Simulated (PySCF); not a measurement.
# Zn: ionisation energy

Zn [Ar] 3d10 4s2 (1S) → Zn⁺ [Ar] 3d10 4s1 (2S), as a difference of total energies. Computed with PySCF 2.14 in x2c-TZVPall (6s5p4d1f, 48 functions), with scalar relativity by spin-free X2C-1e. Correlated levels: valence: [Ar] frozen. The calculations carry no spin-orbit coupling.

| method | ionisation energy (eV) |
| --- | --- |
| UHF | 7.791 |
| r2SCAN | 9.425 |
| MP2 (valence) | 8.939 |
| SCS-MP2 (valence) | 8.971 |
| CCSD(T) (valence) | 9.163 |

Question: Estimate what PBE0 gives.

Answer: 9.297 eV, closest to r2SCAN among the rows shown.

Question: Estimate what CCSD (valence) gives.

Answer: 9.065 eV, closest to SCS-MP2 (valence) among the rows shown.

Errors of the correlated levels include the incompleteness of this basis and the frozen core.

For comparison: 9.394 eV (measured; NIST Atomic Spectra Database, ionization energies).
